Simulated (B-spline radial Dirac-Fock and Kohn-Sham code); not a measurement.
P⁵⁺ 1s: cross section and angular parameters

System: the P⁵⁺ ion in the configuration [He] 2s2 2p6; threshold 2212.4 eV (orbital energy of the model). Level of theory: Dirac-Hartree-Slater photoionisation with a Latter tail; cross sections with all multipoles, angular parameters from the dipole term and its interference with E2; a radial atomic solver.

Input of the calculation (task.json; shells as n, l, electrons):

```json
{"items": [{
  "Z": 15,
  "q": 5,
  "cfg": [[1, 0, 2], [2, 0, 2], [2, 1, 6]],
  "A": 31,
  "rrms": 3.1889,
  "do": "xps",
  "hv": [55.9, 80, 100.0, 105.0, 129.0, 150, 200, 280.0, 289.0, 400, 405.0, 421.0, 639.0, 680.0, 744.0, 800, 1010.0, 1050.0, 1170.0, 1360.0, 1486.9, 3680.0, 5340.0, 6000, 6100.0, 6850.0, 7200.0, 8047.8, 12100.0]
}]}
```

Command: `python xray2_run.py task.json out`

For linearly polarised light dσ/dΩ = σ/(4π) [1 + β P₂(cos θ) + (δ + γ cos²θ) sin θ cos φ], with θ from the polarisation vector and φ the angle between the beam and the projection of the electron momentum on the plane normal to the polarisation.

```tsv
hν (eV)	σ (kb)	β	γ
3680	30.8	2.000	0.702
5340	?	?	?
6000	8.12	2.000	1.290
6100	7.75	2.000	1.310
6850	5.59	2.000	1.453
7200	4.85	2.000	1.516
8047.8	3.53	2.000	1.659
12100	1.07	2.000	2.230
```

Q: Give the values at 5340 eV.

A: σ = 11.2 kb, β = 2.000, γ = 1.148. For an s subshell δ is negligible.
